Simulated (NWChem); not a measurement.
# RbCl; SMILES [Cl][Rb]

Computed with NWChem. All runs use the structure optimised with PBE0/def2-SVP. def2 effective core potentials on Rb; no spin-orbit coupling. Vertical excitations in the gas phase; the lowest state need not have the same character in each row.

```
level                         basis functions  lowest excitation, singlet (eV)  oscillator strength of that lowest state  orbital gap (eV)  relative time
----------------------------  ---------------  -------------------------------  ----------------------------------------  ----------------  -------------
Hartree-Fock/def2-SVP, CIS                 42                             5.20                                     0.037              8.33              1
Hartree-Fock/def2-SVPD, CIS                54                             5.58                                     0.028              8.68              2
Hartree-Fock/def2-TZVP, CIS                70                             5.51                                     0.031              8.63              6
Hartree-Fock/def2-TZVPD, CIS               79                             5.57                                     0.029              8.68              8
```

The last column is a rough cost ratio, cheapest run = 1.
